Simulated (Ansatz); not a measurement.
One geometry of C3H11BSi (`CCBC[SiH3]`), several functionals.

```yaml
crystal:
  periodic: [false, false, false]
  atoms:
    - {symbol: C, position_ang: [1.032235, 1.881050, -1.162567]}
    - {symbol: C, position_ang: [1.043115, 0.930448, 0.029315]}
    - {symbol: B, position_ang: [0.589883, -0.539158, -0.236968]}
    - {symbol: C, position_ang: [-0.071661, -1.414230, 0.850076]}
    - {symbol: Si, position_ang: [-1.940775, -1.245718, 0.647953]}
    - {symbol: H, position_ang: [1.466892, 2.853247, -0.917237]}
    - {symbol: H, position_ang: [1.594531, 1.464427, -2.001767]}
    - {symbol: H, position_ang: [0.012780, 2.059144, -1.514484]}
    - {symbol: H, position_ang: [0.519973, 1.367132, 0.888475]}
    - {symbol: H, position_ang: [2.083564, 0.802957, 0.380544]}
    - {symbol: H, position_ang: [0.749047, -1.006338, -1.335765]}
    - {symbol: H, position_ang: [0.127212, -2.485419, 0.746978]}
    - {symbol: H, position_ang: [0.138719, -1.091162, 1.875491]}
    - {symbol: H, position_ang: [-2.377158, -1.731864, -0.687294]}
    - {symbol: H, position_ang: [-2.356249, 0.175868, 0.788221]}
    - {symbol: H, position_ang: [-2.635105, -2.043082, 1.693432]}
basis:
  gaussian: {orbitals: def2-TZVPP}
hamiltonian: {xc: {name: LC-wPBE}}
output: {orbitals: {seedname: orbitals}}
```

```sh
$ ansatz run in.yaml --threads 4 --pin off --events-out ev --progress --plain --max-ram 10444MiB
```

Output, abridged:

```
Functional definition: LC-wPBE
1646 factors; their error is unknown
582 factors; integrals over basis functions are off by at most 2.8e-5 eV
mean field evaluation 1: about -11835.7111 eV, gradient 4.9e1 eV
mean field evaluation 2: about -11838.7742 eV, gradient 3.3e1 eV
mean field evaluation 4: about -11841.2994 eV, gradient 5.4e-1 eV
mean field evaluation 8: about -11841.2588 eV, gradient 6.1e-1 eV
mean field evaluation 16: about -11841.2592 eV, gradient 4.2e-5 eV
mean field -11841.25922952 eV, -435.1582503911 hartree, gradient 1.0e-5 eV, S^2 0.000000; 0 other end points of the search recorded, 0 dependent functions left out
reference -11841.25922953 eV, -435.1582503914 hartree; 24, 24 occupied and 296, 296 virtual orbitals, 1646 factors
Total energy: -11841.25922953 eV, -435.1582503914 hartree
```

Hardware: 4 threads of an Arm Neoverse V1 on a shared host. Wall time 4.1 s, peak host memory 0.72 GiB.

With the line `hamiltonian: {xc: {name: wB97X-V}}` (abridged; 13 s):

```
Functional definition: wB97X-V
mean field evaluation 16: about -11843.9715 eV, gradient 3.5e-5 eV
mean field -11843.97147654 eV, -435.2579236308 hartree, gradient 8.0e-6 eV, S^2 0.000000
Total energy: -11843.97147394 eV, -435.2579235349 hartree
```

Changing it to `hamiltonian: {xc: pbe, dispersion: d4}` and forces (abridged; 3.9 s):

```
Functional definition: PBE
mean field evaluation 16: about -11835.8310 eV, gradient 1.1e-2 eV
mean field -11835.83100078 eV, -434.9587666644 hartree, gradient 1.3e-5 eV, S^2 0.000000
Total energy: -11836.14354572 eV, -434.9702524791 hartree
Atom 0 force     0.015905     0.030908    -0.009424 eV/Å
Atom 1 force    -0.089957    -0.123576    -0.050209 eV/Å
Atom 2 force    -0.008859     0.001269     0.022656 eV/Å
Atom 3 force     0.105001     0.039342    -0.061246 eV/Å
Atom 4 force    -0.036629     0.015411    -0.023885 eV/Å
Atom 5 force     0.084438     0.201333     0.033542 eV/Å
Atom 6 force     0.104673    -0.073657    -0.170386 eV/Å
Atom 7 force    -0.192000     0.037973    -0.071914 eV/Å
Atom 8 force    -0.089015     0.084921     0.187504 eV/Å
Atom 9 force     0.199559    -0.021570     0.080868 eV/Å
Atom 10 force     0.015327    -0.050486    -0.117168 eV/Å
Atom 11 force     0.027162    -0.209620    -0.014330 eV/Å
Atom 12 force     0.031372     0.059413     0.202890 eV/Å
Atom 13 force    -0.047885    -0.047653    -0.130294 eV/Å
Atom 14 force    -0.044169     0.138034     0.014477 eV/Å
Atom 15 force    -0.074922    -0.082042     0.106919 eV/Å
Dipole moment:     0.096780    -0.011559     0.154956 e Å
```

With the line `hamiltonian: {xc: {name: B3LYP}, dispersion: d4}` and forces (abridged; 8.5 s):

```
Functional definition: B3LYP
mean field evaluation 16: about -11847.2887 eV, gradient 2.3e-4 eV
mean field -11847.28871554 eV, -435.3798299154 hartree, gradient 8.6e-6 eV, S^2 0.000000
Total energy: -11847.78638517 eV, -435.3981189370 hartree
Atom 0 force    -0.003655     0.154674    -0.175713 eV/Å
Atom 1 force     0.041141    -0.096660     0.191119 eV/Å
Atom 2 force     0.066109    -0.088877    -0.117585 eV/Å
Atom 3 force     0.041607    -0.037056     0.031807 eV/Å
Atom 4 force    -0.225338     0.002913     0.003763 eV/Å
Atom 5 force    -0.021704    -0.037905    -0.021079 eV/Å
Atom 6 force    -0.025790     0.029834     0.034931 eV/Å
Atom 7 force     0.046298     0.000163     0.009265 eV/Å
Atom 8 force     0.025762    -0.012192    -0.042429 eV/Å
Atom 9 force    -0.035638     0.020148    -0.005668 eV/Å
Atom 10 force    -0.019919     0.050764     0.115628 eV/Å
Atom 11 force     0.012164     0.060291     0.023772 eV/Å
Atom 12 force     0.011050    -0.035518    -0.055122 eV/Å
Atom 13 force     0.025389     0.031814     0.085389 eV/Å
Atom 14 force     0.025315    -0.092461    -0.010735 eV/Å
Atom 15 force     0.037208     0.050068    -0.067345 eV/Å
Dipole moment:     0.097318    -0.015206     0.144722 e Å
```

The same input with `hamiltonian: {xc: {name: r2SCAN0}, dispersion: d4}` (abridged; 7 s):

```
Functional definition: r2SCAN0
mean field evaluation 16: about -11842.5325 eV, gradient 2.1e-5 eV
mean field -11842.53251210 eV, -435.2050426630 hartree, gradient 2.1e-5 eV, S^2 0.000000
Total energy: -11842.62815388 eV, -435.2085574333 hartree
```

The same input with `hamiltonian: {xc: {name: B97M-V}}` (abridged; 14 s):

```
Functional definition: B97M-V
mean field evaluation 16: about -11844.6717 eV, gradient 6.8e-4 eV
mean field -11844.67166902 eV, -435.2836552298 hartree, gradient 2.3e-5 eV, S^2 0.000000
Total energy: -11844.67174712 eV, -435.2836580998 hartree
```

B3LYP takes the VWN-RPA correlation (the form of Gaussian; ORCA's B3LYP/G).
